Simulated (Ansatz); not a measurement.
Species: AlOBrH$_{2}$, charge 0, singlet. AlOBrH2 (SMILES [OH][AlH][Br]).
B3LYP-D3(BJ)/def2-TZVP minimum from Ansatz (a quantum-chemistry and plane-wave program):
```
Al
O 1 1.6879
H 2 0.9585 1 124.73
H 1 1.5579 2 119.11 3 180.00
Br 1 2.2656 4 121.19 2 180.00
```
Charge 0, spin multiplicity 1.

Wanted: atomisation energy (electronic, to ground-state atoms), in kcal/mol. Radicals and triplets start from unrestricted determinants; spin-orbit coupling is neglected. Cores are frozen in correlated methods (noble-gas shells, and filled d and f shells in the p block). No relativity. CBS(X,Y): correlation extrapolated as X^-3, Hartree-Fock from the larger set. A bracket is a step between two methods taken in the basis named. For partners of very few electrons the exact lower level stands in for a higher one. Spin-orbit terms, left out, reach several kcal/mol for Br and I, and more for heavier atoms.

| level | program | atomisation energy (kcal/mol) |
|---|---|---|
| CCSD/def2-TZVPP | Ansatz | 370.0 |

Task: Estimate the value at CCSD(T)/CBS(def2-TZVPP,def2-QZVPP) + [CCSDT(Q) - CCSD(T)]/def2-TZVPP (Ansatz).

Result: 388.9 kcal/mol; the difference of CCSD/def2-TZVPP is -18.9 kcal/mol.
